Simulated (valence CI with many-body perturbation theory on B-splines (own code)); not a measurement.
# Ta LXVII: key properties

Method: valence CI with perturbative core correlation (CI+MBPT): five valence electrons over a frozen Dirac-Fock core [He], a basis of 11 s, 11 p, 10 d, 8 f, 5 g, 2 h functions for each j, with the one-electron correlation potential Σ1, the two-electron term Σ2, the three-electron term Σ3, Breit, model QED; selected CI, second order for the rest, scaled by the run's own slope (own B-spline code, finite nucleus).

The last digits are not significant, and no measured levels were compared; by estimate large intervals hold to a few tenths of a per cent, small ones and those within an open d or f shell to about a per cent. Among the levels kept, up to 7400 cm⁻¹ of a level comes from second order outside the variational space, and about a tenth of that is noise between levels of different J, which matters for small intervals.

Levels are named by their leading jj configuration (3d3/2^4 stands for four electrons in 3d with j = 3/2), which in mixed levels can hold well under half, so a name can repeat and another be missing.

Rates and lifetimes use the calculated energies. Strong lines usually hold to 10 to 20 %, long lifetimes can be off by a factor of two.

Task: What is the ground level?

Result: (2s^2 2p1/2^2 2p3/2) J=3/2, composition 49 % 2s2.2p3 2P° + 27 % 2s2.2p3 2D° + 24 % 2s2.2p3 4S°, g = 1.314.

Task: Name the longest-lived excited levels whose lifetime is computed, and their main decay.

Result: (2s^2 2p1/2 2p3/2^2) J=5/2 at 1325 eV lives 282 ps, mostly by M1 to (2s^2 2p1/2^2 2p3/2) J=3/2; (2s^2 2p1/2 2p3/2^2) J=1/2 at 1377 eV lives 86.5 ps, mostly by M1 to (2s^2 2p1/2^2 2p3/2) J=3/2; (2s^2 2p1/2 2p3/2^2) J=3/2 at 1302 eV lives 48.4 ps, mostly by M1 to (2s^2 2p1/2^2 2p3/2) J=3/2.

Task: Among levels below 12508 eV, which E1 lines absorb most strongly from the ground level?

Result: to (2s^2 2p1/2^2 3d5/2) J=5/2 at 0.1337 nm, f = 0.548; to (2s^2 2p1/2 2p3/2 3d3/2) J=5/2 at 0.1179 nm, f = 0.509; to (2s^2 2p1/2 2p3/2 3d3/2) J=3/2 at 0.1179 nm, f = 0.301.

Task: How well does LS coupling describe the low levels?

Result: Among the lowest 20 levels the leading LS term, summed over configurations, holds 63 % on average. For single configurations the figures are 63 % in LS and 100 % in jj coupling. Terms mix most in the J = 3/2 level at 9072 eV, where the leading one holds 35 %.

Task: Where does the other parity begin?

Result: At (2s 2p1/2^2 2p3/2^2) J=5/2, 1641 eV.
